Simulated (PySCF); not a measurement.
**Sn⁴⁰⁺ (tin, charge +40) across methods**

[Ne], closed-shell 1S. Computed with PySCF 2.14 in an even-tempered Gaussian basis (17 s from 17 bohr⁻², ratio 2.2; 11 p from 22 bohr⁻², ratio 2.2; 6 d from 95 bohr⁻², ratio 2.4; 5 f from 140 bohr⁻², ratio 2.4; 4 g from 210 bohr⁻², ratio 2.4), with the non-relativistic Hamiltonian (point nucleus).

```json
{"method": "PBE", "E (hartree)": "-4576.64", "mean ε 1s (eV)": "-30533.5", "mean ε 2s (eV)": "-6523.0", "mean ε 2p (eV)": "-6293.8", "Σ⟨r²⟩ (bohr²)": "0.1283", "⟨S²⟩": "0.000"}
{"method": "UHF", "E (hartree)": "-4577.05185", "mean ε 1s (eV)": "-30887.4", "mean ε 2s (eV)": "-6649.7", "mean ε 2p (eV)": "-6398.8", "Σ⟨r²⟩ (bohr²)": "0.1281", "⟨S²⟩": "0.000"}
{"method": "LDA", "E (hartree)": "-4571.67", "mean ε 1s (eV)": "-30500.7", "mean ε 2s (eV)": "-6516.9", "mean ε 2p (eV)": "-6290.7", "Σ⟨r²⟩ (bohr²)": "0.1284", "⟨S²⟩": "0.000"}
{"method": "revPBE", "E (hartree)": "-4577.04", "mean ε 1s (eV)": "-30534.6", "mean ε 2s (eV)": "-6523.5", "mean ε 2p (eV)": "-6293.9", "Σ⟨r²⟩ (bohr²)": "0.1283", "⟨S²⟩": "0.000"}
{"method": "r2SCAN", "E (hartree)": "-4577.45", "mean ε 1s (eV)": "-30581.9", "mean ε 2s (eV)": "-6541.7", "mean ε 2p (eV)": "-6306.5", "Σ⟨r²⟩ (bohr²)": "0.1282", "⟨S²⟩": "0.000"}
{"method": "PBE0", "E (hartree)": "-4576.85", "mean ε 1s (eV)": "-30622.1", "mean ε 2s (eV)": "-6555.1", "mean ε 2p (eV)": "-6320.5", "Σ⟨r²⟩ (bohr²)": "0.1282", "⟨S²⟩": "0.000"}
```

Problem. Estimate the same row for M06.

Solution. E (hartree) = -4577.28; mean ε 1s (eV) = -30620.2; mean ε 2s (eV) = -6562.3; mean ε 2p (eV) = -6324.5; Σ⟨r²⟩ (bohr²) = 0.1282; ⟨S²⟩ = 0.000.

A non-relativistic calculation at this Z misses sizeable relativistic shifts.
